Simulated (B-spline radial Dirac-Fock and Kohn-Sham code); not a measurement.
**K-line shifts caused by a second vacancy in Sm³⁺**

System: samarium as Sm³⁺ in the configuration [Xe] 4f5.

The computed values come from an atomic code on a B-spline grid: multi-electron Dirac-Fock with separately optimised hole states, Breit and Lamb-shift corrections added in first order. Each two-hole energy is an average over J within one jj subconfiguration, not an observable level; in light atoms, where LS coupling holds, the j-resolved values are not observed lines, and for a K spectator the Kα1 hypersatellite is nearly forbidden. The model has no electron correlation.

Lines without a spectator: Kα2 (K-L2) 39519.9 eV, Kα1 (K-L3) 40115.6 eV, Kβ3 (K-M2) 45286.2 eV, Kβ1 (K-M3) 45408.9 eV. Shifts in eV with one spectator hole (a dash: not computed, or left out as unreliable):

```tsv
spectator hole	Kα2	Kα1	Kβ3	Kβ1
K (1s)	+762.0	+800.9	+980.1	+988.9
L2 (2p1/2)	+90.6	+117.7	–	+237.4
L3 (2p3/2)	+78.8	+82.2	+195.6	–
M2 (3p1/2)	–	+16.40	+34.5	+41.2
M3 (3p3/2)	+10.51	–	+32.4	+32.2
M4 (3d3/2)	+3.02	-0.27	–	–
M5 (3d5/2)	-1.33	+1.59	–	–
```
